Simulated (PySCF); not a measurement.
C4H6F2O2Si.
Atom-mapped SMILES: `[O:1]=[CH:2][C@@H:3]1[O:4][CH2:5][C@@H:6]([F:7])[Si@H:8]1[F:9]`

Probes without a nucleus sit at each ring's centroid and 1 Å off its mean plane on both sides; NICS is minus the shielding there, NICSzz its component along the normal. Level: GIAO PBE0/pcSseg-1 (PySCF, non-relativistic, gas phase) on the GFN2-xTB geometry, one conformer.

Ring bond lengths (Å), with Mayer bond orders in brackets: C3–O4 1.420 (0.87), O4–C5 1.406 (0.92), C5–C6 1.540 (1.00), C6–Si8 1.928 (0.83), Si8–C3 1.933 (0.81).

Task: What do the NICS probes read (ppm)?

Result: 
| ring | type | NICS(0) | NICS(1), two faces | NICS(1)zz, two faces | rms pucker (Å) | centre to ring atoms, mean (Å) |
| --- | --- | --- | --- | --- | --- | --- |
| C3–O4–C5–C6–Si8 | 5-membered ring with O and Si; formal bonds all single | -4.7 | -4.5 / -1.8 | -5.4 / -0.2 | 0.17 | 1.37 |

Task: What can be read from them?

Result: 
- C3–O4–C5–C6–Si8: mean NICS(1)zz -2.8 ppm, near zero. C3, C5, C6, Si8 have four or more neighbours; no verdict on aromaticity is drawn. The two faces differ by 5.2 ppm, so no symmetry operation interchanges them.

Task: What is the mean of the two in-plane components of NICS at the second NICS(1) probe listed for ring C3–O4–C5–C6–Si8, 1 Å off the ring?

Result: The isotropic value is a third of the trace: (3 × -1.8 − (-0.2))/2 = -2.6 ppm.

Task: What are the shieldings of the ring atoms and their hydrogens in the same run (means over atoms taken as equivalent)?

Result: 
```
   atoms                 environment  σ isotropic (ppm)
      C3  sp3 carbon bound to oxygen               98.7
      O4         cyclic ether oxygen              304.0
      C5  sp3 carbon bound to oxygen              111.8
      C6              sp3 C–F carbon               99.5
     Si8      fluorine-bound silicon              338.1
 H on C3            methine hydrogen              27.17
 H on C5          methylene hydrogen              26.94
 H on C5          methylene hydrogen              27.70
 H on C6            methine hydrogen              26.71
H on Si8               Si–H hydrogen              26.69
```

Hardware: one thread of an Arm Neoverse N1, shared host. Cost: 69 s wall (with the writing of density and orbital grids), 0.84 GiB resident at most. This is the whole shielding run at PBE0/pcSseg-1, SCF included.
